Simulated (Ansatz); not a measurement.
C₃H₁₀OSi₂, SMILES [Si]([SiH3])(C)(C=O)C.

Geometry optimised at B3LYP-D3(BJ)/def2-SVP. This is a generated structure with no PubChem entry under its InChIKey; it may be hypothetical. The values are those of a single conformer.

Two levels are set side by side: PBE/def2-SVPD (Ansatz, an electronic-structure program) and CAM-B3LYP/def2-SVPD (Ansatz). Energy differences of separate SCF runs at the same geometry; the states with an electron removed or added have multiplicity 2 and 2. Differences are taken from unrounded values.

```json
[
 {"quantity": "vertical ionisation energy (eV)", "PBE": "8.48"},
 {"quantity": "vertical singlet–triplet gap (eV)", "PBE": "2.37"}
]
```

### Question
These are the PBE values. What does CAM-B3LYP give? (Estimate from the structure and the level; the computed values follow.)

### Answer

```tsv
quantity	CAM-B3LYP	PBE minus CAM-B3LYP
vertical ionisation energy (eV)	8.98	-0.50
vertical singlet–triplet gap (eV)	2.49	-0.12
```
